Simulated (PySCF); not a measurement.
# `C[Se]C[Si+](C)C`, [C4H11SeSi]+, charge +1

Molfile (atoms numbered from 1):
```
C4H11SeSi
     RDKit          3D

 17 16  0  0  0  0  0  0  0  0999 V2000
   -2.5775   -0.2742    0.8110 C   0  0  0  0  0  0  0  0  0  0  0  0
   -1.0913   -1.4987    0.5258 Se  0  0  0  0  0  2  0  0  0  0  0  0
   -0.4509   -0.8152   -1.2517 C   0  0  0  0  0  0  0  0  0  0  0  0
    0.9100    0.0911   -0.3216 Si  0  0  0  0  0  3  0  0  0  0  0  0
    2.4745   -0.8804    0.0917 C   0  0  0  0  0  0  0  0  0  0  0  0
    0.6107    1.8956    0.1499 C   0  0  0  0  0  0  0  0  0  0  0  0
   -3.2374   -0.3127   -0.0524 H   0  0  0  0  0  0  0  0  0  0  0  0
   -3.1091   -0.6337    1.6895 H   0  0  0  0  0  0  0  0  0  0  0  0
   -2.2265    0.7386    0.9890 H   0  0  0  0  0  0  0  0  0  0  0  0
   -0.1582   -1.6524   -1.8784 H   0  0  0  0  0  0  0  0  0  0  0  0
   -1.2308   -0.2339   -1.7332 H   0  0  0  0  0  0  0  0  0  0  0  0
    2.4790   -1.8543   -0.3984 H   0  0  0  0  0  0  0  0  0  0  0  0
    3.3661   -0.3432   -0.2249 H   0  0  0  0  0  0  0  0  0  0  0  0
    2.5634   -1.0503    1.1640 H   0  0  0  0  0  0  0  0  0  0  0  0
    1.1245    2.1506    1.0756 H   0  0  0  0  0  0  0  0  0  0  0  0
    0.9930    2.5600   -0.6234 H   0  0  0  0  0  0  0  0  0  0  0  0
   -0.4465    2.1250    0.2767 H   0  0  0  0  0  0  0  0  0  0  0  0
  1  2  1  0
  2  3  1  0
  3  4  1  0
  4  5  1  0
  4  6  1  0
  1  7  1  0
  1  8  1  0
  1  9  1  0
  3 10  1  0
  3 11  1  0
  5 12  1  0
  5 13  1  0
  5 14  1  0
  6 15  1  0
  6 16  1  0
  6 17  1  0
M  CHG  1   4   1
M  END
```

Method used: GIAO KT3/pcSseg-1 magnetisability, rotational g tensor and spin-rotation constants, non-relativistic, gas phase (PySCF). Geometry: GFN2-xTB.

The calculation is non-relativistic, which matters for the atoms heavier than Zn. For an ion the centre-of-mass motion in the field is neglected.

Task: Give the nuclear spin-rotation constants along the inertial axes (H = +C I·J) beside the isotropic shieldings.

Result: Rotational constants 2.7418, 1.2170, 0.9950 GHz. A star marks the isotopologue with that one atom substituted, in its own axes.
| atom | isotope | Caa (kHz) | Cbb (kHz) | Ccc (kHz) | mean (kHz) | σ (ppm) |
| --- | --- | --- | --- | --- | --- | --- |
| H7 | 1H | -0.268 | -0.149 | -0.012 | -0.143 | 29.4 |
| H8 | 1H | -0.124 | -0.147 | -0.065 | -0.112 | 29.3 |
| H9 | 1H | -0.155 | -0.077 | -0.115 | -0.116 | 29.5 |
| H10 | 1H | -0.331 | -0.034 | -0.072 | -0.145 | 28.4 |
| H11 | 1H | -0.304 | -0.056 | -0.080 | -0.147 | 29.2 |
| H12 | 1H | -0.318 | -0.046 | -0.102 | -0.155 | 30.7 |
| H13 | 1H | 0.015 | -0.148 | -0.130 | -0.087 | 30.1 |
| H14 | 1H | -0.333 | -0.141 | -0.001 | -0.158 | 29.7 |
| H15 | 1H | -0.304 | -0.141 | -0.014 | -0.153 | 29.8 |
| H16 | 1H | -0.163 | -0.119 | -0.089 | -0.124 | 30.0 |
| H17 | 1H | -0.140 | -0.090 | -0.136 | -0.122 | 30.8 |
| C1 | 13C* | 0.423 | 0.155 | 0.146 | 0.241 | 165.0 |
| Se2 | 77Se* | 4.072 | 0.520 | 1.736 | 2.109 | 1959.7 |
| C3 | 13C* | 0.407 | 0.204 | 0.172 | 0.261 | 152.0 |
| Si4 | 29Si* | -2.183 | -0.649 | -0.803 | -1.212 | 281.8 |
| C5 | 13C* | 0.352 | 0.121 | 0.129 | 0.201 | 180.8 |

For the geometry as given, no vibrational averaging.

Task: How do the rotational constants and the g tensor change when H7, H8, H9, H10, H11, H12, H13, H14, H15, H16, H17 are replaced by deuterium?

Result: Constants 2.1583, 1.0530, 0.8512 GHz; g 0.0082, 0.0154, 0.0086, against 0.0104, 0.0181, 0.0101 before.
